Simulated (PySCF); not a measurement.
Compound: W(CtBu)F3, C5H9F3W (singlet state).
Structure used (PBE0-D3(BJ)/def2-SVP), in Å, numbered top down from 1:
```xyz
18
C5H9F3W angstrom
W     -0.1093   -0.0193   -2.7331
C     -0.0229   -0.0057   -1.0002
C      0.0223    0.0050    0.4812
C      0.6599    1.3218    0.9446
C     -1.4137   -0.1073    1.0124
C      0.8597   -1.1898    0.9574
H      1.6854    1.4193    0.5581
H      0.7012    1.3557    2.0450
H      0.0773    2.1865    0.5936
H     -1.4103   -0.1012    2.1142
H     -1.8864   -1.0412    0.6737
H     -2.0293    0.7355    0.6645
H      1.8885   -1.1281    0.5726
H      0.4214   -2.1389    0.6147
H      0.9032   -1.2069    2.0581
F      1.6902   -0.0467   -3.2598
F     -1.0268    1.5678   -3.1248
F     -1.0669   -1.5894   -3.0945
```

Method used: TDDFT PBE0/def2-SVPD, vertical, gas phase, core orbitals frozen in the response, def2 core potentials past Kr (PySCF). Spin–orbit coupling is left out.

Transition dipole moments from the ground state, in atomic units and in the frame of the coordinates above (overall signs are arbitrary), for the states with f of 0.002 or more among the lowest 9:

```json
{"state": "S2", "E (eV)": "3.944", "μx": "0.043", "μy": "0.004", "μz": "-0.343"}
{"state": "S4", "E (eV)": "3.968", "μx": "0.098", "μy": "0.007", "μz": "0.239"}
{"state": "S5", "E (eV)": "5.003", "μx": "0.389", "μy": "0.056", "μz": "-0.016"}
{"state": "S6", "E (eV)": "5.008", "μx": "-0.055", "μy": "0.390", "μz": "0.000"}
{"state": "S8", "E (eV)": "5.748", "μx": "0.005", "μy": "-0.119", "μz": "-0.002"}
{"state": "S9", "E (eV)": "5.754", "μx": "0.129", "μy": "0.006", "μz": "-0.002"}
```

Question: Work out the oscillator strengths.

Answer: f = (2/3) ΔE |μ|² with ΔE in hartree (27.2114 eV).

| state | \|μ\|² (au) | \|μ\| (D) | f |
| --- | --- | --- | --- |
| S2 | 0.120 | 0.88 | 0.012 |
| S4 | 0.067 | 0.66 | 0.006 |
| S5 | 0.154 | 1.00 | 0.019 |
| S6 | 0.155 | 1.00 | 0.019 |
| S8 | 0.014 | 0.30 | 0.002 |
| S9 | 0.017 | 0.33 | 0.002 |

Question: What peak molar absorption coefficient would the strongest computed level give as a lone Gaussian band 0.3 eV wide at half height?

Answer: ε(max) = 2.175×10⁸ f / FWHM, with the width in cm⁻¹. S5/S6 (f summed): 2.175×10⁸ × 0.0380 / 2420 ≈ 3400 L mol⁻¹ cm⁻¹.

S5/S6 and S8/S9 coincide within about 0.01 eV; within a degenerate level the directions of the single components are arbitrary.

On an Arm Neoverse V2 with one thread, no GPU, on a shared host, this took 2.7 min of wall time (grids of density and orbitals included) and 1.3 GiB of memory at its peak.
